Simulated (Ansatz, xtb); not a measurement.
# Relative energy of two structures of GaGeH3O

We compare a, a singlet given by its coordinates, with b, `[Ga][O][GeH3]`, a singlet. Both are isolated molecules in the gas phase, relaxed with B3LYP-D3(BJ)/6-311G**.

a (Å):

```xyz
6

Ga    0.0599    1.6067    0.5019
Ge   -0.3697   -0.8784   -1.0676
O     1.1706    0.4280   -0.7042
H     2.0002    0.0296   -0.4225
H    -0.5012   -1.1954    0.5187
H    -1.2677    0.4924   -0.7922
```

Close contacts (Å): Ga1–Ge2 2.97, Ga1–O3 2.02, Ge2–O3 2.05, Ga1–H6 2.16, Ge2–H5 1.62, Ge2–H6 1.66, O3–H4 0.96.

b (Å):

```xyz
6

Ga   -1.2812    3.7440   -1.2191
Ge    1.7593    3.0685    0.5534
O     0.2525    3.4030   -0.3257
H     1.6660    3.6898    1.9592
H     2.9372    3.6895   -0.2198
H     1.9461    1.5440    0.6626
```

Quicker runs give these differences E(b) − E(a): GFN2-xTB −25.8 kJ/mol; HF/STO-3G −327.4 kJ/mol (at GFN2-xTB geometries); r2SCAN-D4/def2-SVP −97.0 kJ/mol (at GFN2-xTB geometries).

**Question.** Estimate E(b) − E(a) at the level CCSD(T)/def2-TZVP.

**Answer.** Calculated at CCSD(T)/def2-TZVP: E(b) − E(a) = −98.8 kJ/mol, so structure b lies lower.

The same difference at several levels:

| level | geometry | E(b) − E(a) (kJ/mol) | departure from the last row (kJ/mol) | job, with rough time for the two |
| --- | --- | --- | --- | --- |
| GFN2-xTB | GFN2-xTB | −25.8 | +73.0 | optimisation, 0.32 s |
| HF/STO-3G | GFN2-xTB | −327.4 | −228.6 | single point, 6.4 s |
| r2SCAN-D4/def2-SVP | GFN2-xTB | −97.0 | +1.7 | single point, 2.9 s |
| B3LYP-D3(BJ)/6-311G** | B3LYP-D3(BJ)/6-311G** | −61.6 | +37.2 | optimisation, 97 s |
| HF/def2-TZVP | B3LYP-D3(BJ)/6-311G** | −125.0 | −26.2 | part of the CCSD(T) run |
| MP2/def2-TZVP | B3LYP-D3(BJ)/6-311G** | −109.9 | −11.2 | part of the CCSD(T) run |
| CCSD(T)/def2-TZVP | B3LYP-D3(BJ)/6-311G** | −98.8 |  | single point, 52 s |

None of the levels shown reverses the order. The largest departure from CCSD(T)/def2-TZVP is that of HF/STO-3G, 228.6 kJ/mol.

With harmonic frequencies from B3LYP-D3(BJ)/6-311G** (ideal gas, rigid rotor, one conformer each, 298.15 K, 1 atm): on the last row, ΔE + ΔZPE = −100.7 kJ/mol. A mode under 50 cm⁻¹ makes harmonic enthalpies and free energies unreliable, so none is given.

The correlated steps freeze 19 core orbitals; the filled d shell of Ga and Ge is correlated, in a basis made for valence electrons. Run with Ansatz 0.2.0, xtb 6.7.1; the last row on 2 threads of Intel(R) Xeon(R) Platinum 8259CL CPU @ 2.50GHz (Skylake/Cascade Lake) on a shared host.
